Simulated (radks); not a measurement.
Mo4+, configuration [Kr] 4d2. Calculated with a radial shooting solver on a logarithmic mesh with Libxc functionals: scalar-relativistic Kohn-Sham, r2SCAN, spin-unpolarised, spherical densities, finite nucleus; meta-GGA in the generalised Kohn-Sham scheme; Fermi nuclear charge, rms radius 4.4091 fm. Some entries of the table are withheld. Estimate them.

orbital,occ.,eigenvalue (eV),<r> (bohr),r(max) (bohr)
1s,2,-19914.86,0.03517,0.02287
2s,2,-2867.279,0.1536,0.1295
2p,6,-2565.964,0.1340,0.1036
3s,2,-533.9437,0.4277,(1)
3p,6,-434.2232,0.4298,0.3768
3d,10,-272.5405,0.4149,(2)
4s,2,-113.1133,1.091,0.9841
4p,6,(3),1.195,1.059
4d,2,-45.9193,1.509,1.271
5s,0,(4),2.542,2.376
5p,0,-28.2105,2.910,2.712

Answer. 
(1) 3s r(max) (bohr): 0.3829
(2) 3d r(max) (bohr): 0.3234
(3) 4p eigenvalue (eV): -85.7085
(4) 5s eigenvalue (eV): -35.2053
